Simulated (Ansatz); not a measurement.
C8H15N2, that is 1-butyl-3-methylimidazolium with one electron more. Total charge 0; doublet. Geometry PBE0-D4/def2-SVP, that of the charge +1 singlet; atoms count from 1.

| atom | x (Å) | y (Å) | z (Å) |
| --- | --- | --- | --- |
| C1 | -2.141 | -2.368 | 1.534 |
| C2 | -1.160 | -1.870 | 0.484 |
| C3 | 0.238 | -1.645 | 1.043 |
| C4 | 1.265 | -1.190 | 0.017 |
| N5 | 0.938 | 0.111 | -0.580 |
| C6 | 0.410 | 0.321 | -1.829 |
| C7 | 0.215 | 1.665 | -1.964 |
| N8 | 0.626 | 2.248 | -0.789 |
| C9 | 0.621 | 3.675 | -0.504 |
| C10 | 1.057 | 1.289 | 0.031 |
| H11 | -1.811 | -3.326 | 1.966 |
| H12 | -3.140 | -2.525 | 1.103 |
| H13 | -2.244 | -1.649 | 2.362 |
| H14 | -1.104 | -2.595 | -0.347 |
| H15 | -1.543 | -0.931 | 0.043 |
| H16 | 0.206 | -0.920 | 1.877 |
| H17 | 0.624 | -2.580 | 1.481 |
| H18 | 2.270 | -1.109 | 0.457 |
| H19 | 1.334 | -1.903 | -0.818 |
| H20 | 0.215 | -0.493 | -2.523 |
| H21 | -0.178 | 2.245 | -2.796 |
| H22 | 0.881 | 3.835 | 0.549 |
| H23 | -0.381 | 4.083 | -0.692 |
| H24 | 1.355 | 4.187 | -1.142 |
| H25 | 1.448 | 1.445 | 1.035 |

(1) Estimate the Mulliken populations from the PBE0/def2-TZVP orbitals of Ansatz.

(2) Where does the spin sit?

(3) And the Mayer bond orders between bonded heavy atoms (over 0.3)?

## Answers

(1) 
```json
{"atom": "C1", "charge (e)": "-0.36", "spin (α − β)": "0.00"}
{"atom": "C2", "charge (e)": "-0.21", "spin (α − β)": "0.00"}
{"atom": "C3", "charge (e)": "-0.18", "spin (α − β)": "0.01"}
{"atom": "C4", "charge (e)": "-0.15", "spin (α − β)": "-0.05"}
{"atom": "N5", "charge (e)": "0.04", "spin (α − β)": "0.12"}
{"atom": "C6", "charge (e)": "-0.16", "spin (α − β)": "-0.02"}
{"atom": "C7", "charge (e)": "-0.16", "spin (α − β)": "0.03"}
{"atom": "N8", "charge (e)": "0.03", "spin (α − β)": "0.15"}
{"atom": "C9", "charge (e)": "-0.33", "spin (α − β)": "-0.02"}
{"atom": "C10", "charge (e)": "-0.31", "spin (α − β)": "0.72"}
{"atom": "H11", "charge (e)": "0.11", "spin (α − β)": "0.00"}
{"atom": "H12", "charge (e)": "0.13", "spin (α − β)": "0.00"}
{"atom": "H13", "charge (e)": "0.12", "spin (α − β)": "0.00"}
{"atom": "H14", "charge (e)": "0.09", "spin (α − β)": "0.00"}
{"atom": "H15", "charge (e)": "0.13", "spin (α − β)": "0.00"}
{"atom": "H16", "charge (e)": "0.10", "spin (α − β)": "0.00"}
{"atom": "H17", "charge (e)": "0.10", "spin (α − β)": "0.00"}
{"atom": "H18", "charge (e)": "0.09", "spin (α − β)": "0.06"}
{"atom": "H19", "charge (e)": "0.11", "spin (α − β)": "0.01"}
{"atom": "H20", "charge (e)": "0.13", "spin (α − β)": "0.00"}
{"atom": "H21", "charge (e)": "0.13", "spin (α − β)": "0.00"}
{"atom": "H22", "charge (e)": "0.14", "spin (α − β)": "0.00"}
{"atom": "H23", "charge (e)": "0.13", "spin (α − β)": "0.01"}
{"atom": "H24", "charge (e)": "0.13", "spin (α − β)": "0.02"}
{"atom": "H25", "charge (e)": "0.15", "spin (α − β)": "-0.05"}
```
Mulliken values and Mayer orders depend strongly on the basis.

(2) Summed by element: C 0.68, N 0.26, H 0.06, of 1 unpaired in all. Largest on single atoms: C10 0.72, N8 0.15, N5 0.12.

(3) C1–C2 1.01 (1.52 Å); C2–C3 1.02 (1.52 Å); C3–C4 1.01 (1.52 Å); C4–N5 0.94 (1.47 Å); N5–C6 1.12 (1.37 Å); N5–C10 1.09 (1.33 Å); C6–C7 1.73 (1.36 Å); C7–N8 1.08 (1.37 Å); N8–C9 0.94 (1.46 Å); N8–C10 1.08 (1.33 Å).
